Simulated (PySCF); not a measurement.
This PySCF input asks for the NMR shieldings of `C([SiH2][SiH2]CCCC#N)#N`, C₅H₁₀N₂Si₂; the geometry comes from GFN2-xTB.

```python
import basis_set_exchange as bse
import numpy as np
from pyscf import gto, dft
from pyscf.prop import nmr

atoms = """
N     3.356198   -0.988621    1.812612
C     3.096343   -0.279369    0.954480
C     2.744467    0.591168   -0.137526
C     1.513708    0.056582   -0.886417
C     0.275536    0.031036    0.001975
Si   -1.263892   -0.666207   -0.879691
Si   -3.084360   -0.572609    0.552592
C    -3.275276    1.200628    1.109061
N    -3.345536    2.300783    1.423299
H     2.537790    1.587400    0.265351
H     3.603260    0.659653   -0.811822
H     1.334021    0.692634   -1.755970
H     1.728306   -0.951236   -1.249864
H     0.068847    1.044345    0.356388
H     0.492858   -0.567212    0.890398
H    -1.469259    0.113878   -2.109710
H    -0.971277   -2.043640   -1.301849
H    -2.970148   -1.313072    1.813767
H    -4.381389   -0.886893   -0.054535
"""
names = dict.fromkeys(["N", "C", "Si", "H"], "pcSseg-1")
basis = {el: gto.basis.parse(bse.get_basis(n, elements=[el], fmt="nwchem")) for el, n in names.items()}
mol = gto.M(atom=atoms, basis=basis, charge=0, verbose=0)
mf = dft.RKS(mol, xc="PBE0")
mf.grids.level = 2
mf.grids.alignment = dft.numint.BLKSIZE   # the property module wants whole blocks of grid points
mf.conv_tol = 1e-9
mf.kernel()

calc = nmr.RKS(mf)   # GIAO
C = mf.mo_coeff
Co = C[:, mf.mo_occ > 0]
resp = mf.gen_response(singlet=True, hermi=2)
def vind(x):   # induced exchange potential for any number of trial vectors
    d = np.einsum("pi,xij,qj->xpq", C, 2 * x.reshape(-1, C.shape[1], Co.shape[1]), Co, optimize=True)
    return np.einsum("xpq,pi,qj->xij", resp(d - d.transpose(0, 2, 1)), C, Co, optimize=True).ravel()
mo1, _ = nmr.rhf.solve_mo1(calc, with_cphf=vind)
sigma = calc.kernel(mo1)
for i, s in enumerate(sigma):   # ppm
    w = np.linalg.eigvalsh((s + s.T) / 2)
    print("%2d %-2s iso %8.1f  s11 %8.1f  s22 %8.1f  s33 %8.1f" % (i, mol.atom_pure_symbol(i), w.mean(), *w))
```

**Question.** Give the expected output.

**Answer.** 
```
 0 N  iso    -33.9  s11   -207.4  s22   -196.1  s33    301.6
 1 C  iso     63.1  s11    -54.8  s22    -47.7  s33    291.7
 2 C  iso    165.2  s11    153.3  s22    162.1  s33    180.0
 3 C  iso    158.2  s11    146.9  s22    157.2  s33    170.4
 4 C  iso    176.3  s11    165.4  s22    170.8  s33    192.6
 5 Si iso    420.7  s11    394.3  s22    396.8  s33    470.9
 6 Si iso    452.7  s11    434.1  s22    453.8  s33    470.2
 7 C  iso     65.0  s11    -48.2  s22    -45.6  s33    288.8
 8 N  iso   -102.9  s11   -306.1  s22   -300.8  s33    298.1
 9 H  iso     29.5  s11     25.6  s22     28.0  s33     35.0
10 H  iso     29.1  s11     23.6  s22     27.4  s33     36.3
11 H  iso     30.0  s11     24.3  s22     30.1  s33     35.7
12 H  iso     30.0  s11     24.7  s22     30.3  s33     35.2
13 H  iso     30.8  s11     25.1  s22     30.9  s33     36.5
14 H  iso     30.2  s11     24.2  s22     31.2  s33     35.2
15 H  iso     27.6  s11     24.1  s22     26.1  s33     32.7
16 H  iso     27.8  s11     24.1  s22     26.4  s33     33.0
17 H  iso     27.4  s11     24.4  s22     25.4  s33     32.5
18 H  iso     27.5  s11     23.7  s22     25.4  s33     33.3
```

These numbers come from an equivalent density-fitted implementation of the same equations, which agrees with the script to about 0.01 ppm for H and up to a few tenths of a ppm for heavy atoms, so last digits may differ.

**Question.** Turn these shieldings into chemical shifts. Scale: 15N (σref 267.73) against NH3; 13C (σref 186.93) and 29Si (σref 349.16) and 1H (σref 31.72) against TMS (reference shieldings calculated alike).

**Answer.** Averaging equivalent atoms: N 8: 370.7; N 0: 301.7; C 1: 123.8; C 7: 121.9; C 3: 28.8; C 2: 21.8; C 4: 10.6; Si 5: -71.6; Si 6: -103.5; H 17/18: 4.29; H 15/16: 3.99; H 9/10: 2.41; H 11/12: 1.68; H 13/14: 1.19 ppm. Experimental scales use liquid or dissolved standards, which lie at an offset from isolated NH3 (liquid NH3: subtract about 20 ppm). Unscaled 15N shifts of sp2 nitrogen come out 20 to 40 ppm too high even then.

Size and cost of the density-fitted run: 217 basis functions, 84 s wall time on 1 thread of an Arm Neoverse N1, shared host; peak memory 0.96 GiB.
